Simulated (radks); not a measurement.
Q: Ionisation of the molybdenum ion Mo2+, [Kr] 4d4, to [Kr] 4d3 as the strength of local exchange is varied. Calculated with a radial shooting solver on a logarithmic mesh with Libxc functionals: scalar-relativistic Kohn-Sham, Slater X-alpha exchange (alpha = 2/3 is LDA exchange), no correlation, spin-polarised, spherical densities, finite nucleus; open shells are filled with parallel spins first (spin-orbit coupling, left out, can overturn this in heavy ions); Fermi nuclear charge, rms radius 4.4091 fm.

alpha  E(Mo2+) (hartree)  exchange (hartree)  IE (eV)  -e of the level emptied (eV)  <r> of it (bohr)
0.564        -4022.15011           -96.85900   24.957                   19.317 (4d)             1.793
0.667        -4039.90493          -115.03605   26.795                   20.999 (4d)             1.739
0.726        -4050.10919          -125.51578   27.885                   22.004 (4d)             1.710
0.825        -4067.28722          -143.21085   29.775                   23.756 (4d)             1.664
0.877        -4076.33792          -152.56060   30.799                   24.710 (4d)             1.641
?            -4068.67838          -144.64680   29.931                   23.901 (4d)             1.660

Which alpha was used in the last row?

A: alpha = 0.833. NIST Atomic Spectra Database: 27.1 +/- 0.12 eV (semi-empirical). The Delta-SCF value meets it near alpha = 0.69. Open shells are spherical and high-spin; term and fine-structure splittings are not resolved.
